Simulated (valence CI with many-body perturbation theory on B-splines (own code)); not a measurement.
Level structure of Pb77+

Calculated by relativistic CI+MBPT: three valence electrons over a frozen Dirac-Fock core [He], a basis of 11 s, 11 p, 9 d, 7 f, 5 g, 2 h, 1 i functions for each j, with the one-electron correlation potential Σ1, the two-electron term Σ2, the three-electron term Σ3, Breit, model QED; selected CI, second order for the rest (own B-spline code, finite nucleus).

The last digits are not significant, and no measured levels were compared; by estimate large intervals hold to a few tenths of a per cent, small ones and those within an open d or f shell to about a per cent.

Levels 91 to 103 of 103, with energies above the lowest level, (2s^2 2p1/2) J=1/2. "Leading %" is the weight of the configuration and term that name the level; weights of strongly mixed levels are sums over their largest components and can fall short. In the jj column 3d3/2^4 stands for four electrons in 3d with j = 3/2.

```tsv
No.	Configuration	Term	J	E (eV)	Leading %	Leading jj	g	Second component
91	2p²3p	²P°	1/2	17349	87	2p1/2 2p3/2 3p3/2 (99 %)	0.605	8 % 2p²3p ⁴D°
92	2p²3d	²G	7/2	17354	56	2p1/2 2p3/2 3d3/2 (100 %)	0.985	25 % 2p²3d ²F
93	2p²3d	²D	5/2	17372	38	2p1/2 2p3/2 3d3/2 (99 %)	1.105	32 % 2p²3d ²F
94	2p²3d	²D	3/2	17378	47	2p1/2 2p3/2 3d3/2 (100 %)	1.091	18 % 2p²3d ²P
95	2p²3d	²P	1/2	17390	39	2p1/2 2p3/2 3d3/2 (100 %)	1.559	31 % 2p²3d ⁴P
96	2p²3d	⁴D	7/2	17511	46	2p1/2 2p3/2 3d5/2 (100 %)	1.288	39 % 2p²3d ⁴F
97	2p²3d	²G	9/2	17529	65	2p1/2 2p3/2 3d5/2 (100 %)	1.155	35 % 2p²3d ⁴F
98	2p²3d	²P	3/2	17532	42	2p1/2 2p3/2 3d5/2 (100 %)	1.302	24 % 2p²3d ⁴P
99	2p²3d	²F	5/2	17534	44	2p1/2 2p3/2 3d5/2 (100 %)	1.116	18 % 2p²3d ⁴D
100	2p²3d	²D	5/2	17552	55	2p1/2 2p3/2 3d5/2 (99 %)	1.253	31 % 2p²3d ⁴P
101	2p²3d	²F	7/2	17560	71	2p1/2 2p3/2 3d5/2 (100 %)	1.119	13 % 2p²3d ⁴F
102	2p²3d	²D	3/2	17570	57	2p1/2 2p3/2 3d5/2 (100 %)	0.953	29 % 2p²3d ²P
103	2p²3d	²P	1/2	17576	56	2p1/2 2p3/2 3d5/2 (100 %)	1.239	38 % 2p²3d ²S
```
